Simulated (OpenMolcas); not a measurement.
A calculation on Zr³⁺.

- Program: OpenMolcas
- Method: SS-RASPT2, IPEA 0.25 Eh, imaginary shift 0.1 Eh (closed shells correlated: 4s 4p)
- Basis: ANO-RCC-VTZP [7s6p4d2f1g]
- Scalar Hamiltonian: DKH2, point nucleus
- Active space: 1 electron in 9 orbitals (RAS2 4d 5s; RAS3 5p, at most 1 electron)
- State averaging: 2S+1 = 2 even, 6 roots; 2S+1 = 2 odd, 3 roots
- Spin-orbit coupling: state interaction with AMFI integrals over the reference wave functions, term energies averaged over their components

Task: Which level of the active space comes out lowest?

Result: 4d 2D 3/2, with 100 % of that term; it is also the measured ground level.

Task: How high does 4d 2D 5/2 lie?

Result: 1220 cm-1 above the lowest level; measured 1251 cm-1 above the ground level, so the calculation is off by -2 %.

Task: How high does 5p 2P* 1/2 lie?

Result: 82405 cm-1 above the lowest level; measured 81976 cm-1 above the ground level, so the calculation is off by +1 %.

Task: How high does 5p 2P* 3/2 lie?

Result: 84151 cm-1 above the lowest level; measured 84461 cm-1 above the ground level, so the calculation is off by 0 %.

Measured values: the list in Rauch et al., Astron. Astrophys. 599, A142 (2017).

With one active electron, CASPT2 adds the correlation within the correlated inactive shells and between them and that electron, and leaves the splitting within a term as the reference gives it. Computed and measured levels are paired by configuration, term and J; levels that our copy of the source lacks, or whose pairing is in doubt (as where it misses far off the trend of its configuration), stay unpaired and out of the deviations. Only configurations of the active space appear.

* marks odd parity.
